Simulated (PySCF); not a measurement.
## Frontier levels across methods

Compound: C2H9PSi2.
Geometry (PBE0-D3(BJ)/def2-SVP, Å), atoms numbered from 1 in this order:
```
atom  x, y, z in Å
Si1   -1.816    0.834   -0.442
C2    -0.949    0.202    1.104
C3     0.160   -0.562    1.146
Si4    1.120   -1.192   -0.338
P5     2.786    0.198   -1.001
H6    -2.721   -0.205   -1.024
H7    -0.822    1.236   -1.484
H8    -2.637    2.027   -0.076
H9    -1.400    0.498    2.062
H10    0.557   -0.836    2.134
H11    1.753   -2.502    0.003
H12    0.202   -1.382   -1.503
H13    1.977    1.368   -0.863
H14    3.327    0.309    0.318
```

Basis pcSseg-1 throughout (PySCF), one geometry. One conformer (not necessarily the lowest) at the PBE0-D3(BJ)/def2-SVP geometry, without solvent, vibrations or thermal averaging.

Question: How do the orbital energies, the gap and the dipole change with the method?

Answer: 
| method | kind | HOMO (eV) | LUMO (eV) | gap (eV) | μ (D) | SCF cycles |
| --- | --- | --- | --- | --- | --- | --- |
| BLYP | GGA | -6.09 | -2.02 | 4.07 | 1.42 | 15 |
| B97-D | GGA | -6.23 | -2.10 | 4.13 | 1.48 | 15 |
| PBE | GGA | -6.28 | -2.23 | 4.05 | 1.53 | 15 |
| OPBE | GGA | -6.29 | -2.15 | 4.13 | 1.60 | 16 |
| KT2 | GGA | -6.32 | -2.21 | 4.11 | 1.46 | 15 |
| KT3 | GGA | -6.32 | -2.15 | 4.17 | 1.42 | 16 |
| LDA | LDA | -6.38 | -2.43 | 3.95 | 1.59 | 15 |
| BP86 | GGA | -6.38 | -2.32 | 4.06 | 1.54 | 15 |
| B3LYP | global hybrid | -7.11 | -1.49 | 5.62 | 1.50 | 13 |
| B97-2 | global hybrid | -7.12 | -1.37 | 5.75 | 1.60 | 12 |
| PBE0 | global hybrid | -7.35 | -1.35 | 6.00 | 1.63 | 12 |
| mPW1PW91 | global hybrid | -7.37 | -1.35 | 6.02 | 1.61 | 12 |
| BHandHLYP | global hybrid | -8.25 | -0.28 | 7.97 | 1.58 | 12 |
| CAM-B3LYP | range-separated hybrid | -8.55 | -0.19 | 8.37 | 1.57 | 12 |
| wB97X-D | range-separated hybrid | -9.13 | 0.39 | 9.52 | 1.68 | 12 |
| HF | Hartree–Fock | -9.69 | 2.19 | 11.88 | 1.71 | 10 |
| LC-wPBE | range-separated hybrid | -9.91 | 0.83 | 10.74 | 1.74 | 13 |

The HOMO spans 3.82 eV, from BLYP down to LC-wPBE, and the gap runs from 3.95 eV (LDA) to 11.88 eV (HF). Over the methods BLYP (0 %), B97-D (0 %), PBE (0 %), OPBE (0 %), KT2 (0 %), KT3 (0 %), LDA (0 %), BP86 (0 %), B3LYP (20 %), B97-2 (21 %), PBE0 (25 %), mPW1PW91 (25 %), BHandHLYP (50 %), HF (100 %), a straight line through the gap against the share of exact exchange rises by 0.78 eV for each 10 % (correlation coefficient 1.000). The dipole ranges from 1.42 D (BLYP) to 1.74 D (LC-wPBE). This basis has no diffuse functions.
